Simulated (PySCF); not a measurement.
# Two-component Hartree-Fock for Ni⁺ (nickel, charge +1)

Start: [Ar] 3d9; 3d3/2 filled at m_j = -3/2, -1/2, +1/2, +3/2; 3d5/2 filled at m_j = -3/2, -1/2, +1/2, +3/2, +5/2. Calculated with PySCF 2.14 in x2c-QZVPPall-2c (11s9p6d4f2g, 114 functions): generalised Hartree-Fock with the X2C-1e Hamiltonian and a Gaussian nucleus; one run each with spin-orbit coupling (SO) switched off, then screened by Boettger's factors.

```tsv
spinor shell	electrons	ε, spin-free (eV)	ε, screened SO (eV)	weight of nominal j (screened SO)	rms radius, screened SO (bohr)
1s1/2	2	-8405.4	-8405.2	1.000	0.0624
2s1/2	2	-1052.8	-1052.8	1.000	0.265
2p1/2	2	-902.12	-914.40	0.999	0.236
2p3/2	4	-902.12	-896.11	1.000	0.239
3s1/2	2	-138.37	-138.35	1.000	0.801
3p1/2	2	-92.631	-95.246	0.943	0.850
3p3/2	4	-92.631	-91.333	0.971	0.860
3d3/2	4	-20.797	-21.378	0.800	1.19
3d5/2	5	-20.797	-20.338	0.840	1.21
```

```
   quantity    spin-free  screened SO
E (hartree)  -1518.81308  -1518.84939
        M_J          5/2          5/2
       ⟨J²⟩        8.762        8.762
       ⟨L²⟩        6.009        6.011
       ⟨S²⟩        0.753        0.754
```

Each row is a mean over spinors that exchange with the open shell spreads, by up to 6.792 eV (3p3/2).

Rows whose weight is well below 1 are mixtures of j = l ± 1/2: exchange outweighs spin-orbit coupling there, and the label is only the starting occupation.

Without spin-orbit coupling the j labels of p, d and f shells carry no meaning; the spin-free column gives the mean over the occupied spinors of each nl shell.
